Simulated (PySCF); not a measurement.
A run that did not reach its result, on `CC(C)(C#N)CCl` (driver script around PySCF, density fitting, GFN2-xTB geometry as the base; each input is a line of settings and coordinates in Å).

Command:
```bash
OMP_NUM_THREADS=1 python probes_run.py task.json out
```
Input:
```
{"job": {"kind": "nmr", "xc": "KT3", "basis": "pcX-1", "pop": true, "scf": {"max_cycle": 60}}, "charge": 0, "multiplicity": 1}
C     -0.765967    -1.206165     0.181453
C     -0.087907     0.064629    -0.188864
C      1.359388    -0.155831    -0.451106
C     -0.680728     0.552871    -1.369755
N     -1.141837     0.921678    -2.307752
C     -0.290306     1.104658     0.857650
Cl     0.397080     0.623705     2.370173
H     -0.338846    -1.591456     1.065268
H     -1.796526    -1.043370     0.342384
H     -0.655159    -1.917124    -0.589986
H      1.826700    -0.520276     0.421261
H      1.826523     0.746900    -0.736349
H      1.486936    -0.858834    -1.227363
H      0.177149     2.013331     0.583315
H     -1.320780     1.273031     1.028418
```

Output:
```
KeyError: 'Element h (Z=1) not found in basis pcX-1 version 1'
```

Problem. What went wrong, and what mends it?

Solution. The basis pcX-1 in the Basis Set Exchange has no functions for hydrogen, so the input was refused before any integral. The coordinates are the GFN2-xTB ones scaled by 0.97. Choose a basis that covers all elements. The run gave no result.

Shape of the structure used: `[CH3:1][C:2]([CH3:3])([C:4]#[N:5])[CH2:6][Cl:7]`: C1–C2–C6–Cl7 62°.
